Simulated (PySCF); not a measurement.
## Ions at one geometry of [YI2]+

PySCF 2.14.0, RKS PBE0, Y def2-SVP with ECP28, I def2-SVP with ECP28; non-relativistic Hamiltonian with scalar-relativistic core potentials where named; density fitting; no spin-orbit coupling; singlets restricted, open shells unrestricted. The geometry is relaxed for charge +1, singlet, vacuum:

```xyz
3

Y     0.0000    0.0000   -1.1012
I     2.2306    0.0000    0.4192
I    -2.2306    0.0000    0.4192
```

Energies count from the relaxed state; an electron taken off or put on is at rest in vacuum. Charges and spins are Mulliken's.

```tsv
state	energy (eV)	spin squared	charge on Y1 (e)	spin on Y1 (e)	dipole about the centre of mass (D)
charge +1, singlet, vacuum	0.00	0.00	1.03	0.00	8.08
charge +2, doublet, vacuum	13.85	0.77	1.23	-0.14	7.63
```

**Question.** What does the state charge 0, doublet, vacuum give?

**Answer.** energy (eV) -6.36, spin squared 0.75, charge on Y1 (e) 0.46, spin on Y1 (e) 1.06, dipole about the centre of mass (D) 3.86.

With an electron taken off (doublet) the charges change, summed by element, by Y +0.20 e, I +0.80 e. The vertical ionisation energy is 13.85 eV, against −ε(HOMO) = 11.98 eV of the relaxed state. The level lies 1.9 eV too high, as is usual for semilocal functionals and global hybrids, which keep a self-interaction error.

With an electron put on (doublet) the charges change, summed by element, by Y -0.57 e, I -0.43 e. The vertical electron affinity is 6.36 eV, against −ε(LUMO) = 7.70 eV of the relaxed state.

Open shells may have lower solutions than those found.
